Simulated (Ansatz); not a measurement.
AlS, multiplicity 2 (the spin of the measured ground state), most abundant isotopes (26.9815 and 31.9721 u). Constants from fifth-degree fits in 1/R to seven points on the lowest solution found; no spin–orbit coupling, no relativity up to Kr; ω_e x_e and α_e move by some per cent with the fit.

Frozen-core correlation.

Codes used: Ansatz (an electronic-structure program). Each number belongs to the level named beside it.

Total energies (hartree; each atom in its lowest state at that level) and vibrational constants (cm⁻¹):

| level | E(AlS) at r_e | E(Al) | E(S) | ω_e | ω_e x_e |
|---|---|---|---|---|---|
| PBE/def2-TZVPP | -640.329695 | -242.227635 | -397.938368 | 600 | 3.0 |
| B3LYP/def2-TZVPP | -640.670674 | -242.387606 | -398.132399 | 595 | 3.4 |
| wB97M-V/def2-TZVPP | -640.594371 | -242.347410 | -398.090714 | 603 | 4.0 |
| CCSD(T)/def2-QZVPP | -639.755003 | -241.934219 | -397.668694 | 623 | 3.3 |

Problem. Work out D_e and D₀ in eV.

Solution. 
D_e = E(Al) + E(S) − E(molecule), times 27.2114 eV; D₀ = D_e − (ω_e/2 − ω_e x_e/4)/8065.54.
- PBE/def2-TZVPP: D_e = 4.454, zero point 0.037, D₀ = 4.417 eV
- B3LYP/def2-TZVPP: D_e = 4.100, zero point 0.037, D₀ = 4.063 eV
- wB97M-V/def2-TZVPP: D_e = 4.252, zero point 0.037, D₀ = 4.214 eV
- CCSD(T)/def2-QZVPP: D_e = 4.139, zero point 0.039, D₀ = 4.100 eV
No counterpoise correction is made.
